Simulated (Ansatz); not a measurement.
Molecule: TlI, net charge 0, singlet state. 
Coordinates optimised at B3LYP-D3(BJ)/def2-TZVP (Ansatz, a quantum-chemistry and plane-wave program):
SMILES: [I][Tl]
```xyz
2

Tl     0.0000     0.0000    -1.1376
I      0.0000     0.0000     1.7386
```
Charge 0, spin multiplicity 1.

Basis-set convergence of Hartree-Fock and CCSD correlation energies (hartree) with Ansatz. Valence correlation only, unless marked. Spin-orbit coupling is left out. Frozen are the shells of the preceding noble gas and the d and f shells that filled before the atom's block. In def2 rows, elements after Kr have scalar-relativistic effective core potentials.

```json
[
 {"basis": "def2-SVPD", "functions": "67", "E(HF)": "-468.25736", "E(corr, CCSD)": "-0.15164"},
 {"basis": "def2-TZVPPD", "functions": "115", "E(HF)": "-468.26665", "E(corr, CCSD)": "-0.19562"},
 {"basis": "def2-QZVPPD", "functions": "179", "E(HF)": "-468.26793", "E(corr, CCSD)": "-0.21689"}
]
```

Extrapolating the two largest sets (X = 3 and 4) as X^-3: E(corr) = (64·(-0.21689) - 27·(-0.19562))/37 = -0.2324 Eh, an estimate of the basis-set limit. The largest set recovers 93.3 % of it, the smallest 65.2 %.
